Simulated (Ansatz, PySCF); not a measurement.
PbBr₂, SMILES [Br][Pb][Br] (connectivity only; charge and spin as stated), neutral, multiplicity 1. Atoms are numbered in the order given.

```xyz
3

Pb     0.0000     0.0000     0.7854
Br     0.0000     2.0286    -0.8965
Br     0.0000    -2.0286    -0.8965
```
Charge 0, spin multiplicity 1.

The structure is a stationary point at r2SCAN-D4/def2-SVP. The isomer is the one that the SMILES or the coordinates give; other isomers of the formula were not compared. The def2 effective core potentials stand for the cores of Pb; spin–orbit coupling is left out.

Two levels are set side by side: PBE-D3(BJ)/def2-SVP (Ansatz, an electronic-structure program) and r2SCAN-D4/def2-SVP (Ansatz). Each level has its own optimised geometry; the coordinates shown are those of the second. Frequencies come from the Hessian of PySCF at each geometry. Differences are taken from unrounded values.

| quantity | r2SCAN-D4 |
|---|---|
| mean bond length (Å) | 2.635 |
| bond Pb1–Br2 (Å) | 2.635 |
| bond Pb1–Br3 (Å) | 2.635 |
| highest harmonic wavenumber (cm⁻¹) | 216 |
| mean harmonic wavenumber (cm⁻¹) | 164 |
| zero-point energy (kcal/mol) | 0.70 |

### Question
What does PBE-D3(BJ) give, and how far is it from r2SCAN-D4? (An estimate is asked for; the answer gives what the named calculation found.)

### Answer

```
quantity                            PBE-D3(BJ)  PBE-D3(BJ) minus r2SCAN-D4
----------------------------------  ----------  --------------------------
mean bond length (Å)                     2.652                       0.017
bond Pb1–Br2 (Å)                         2.652                       0.017
bond Pb1–Br3 (Å)                         2.652                       0.017
highest harmonic wavenumber (cm⁻¹)         209                          -7
mean harmonic wavenumber (cm⁻¹)            158                          -6
zero-point energy (kcal/mol)              0.68                       -0.02
```
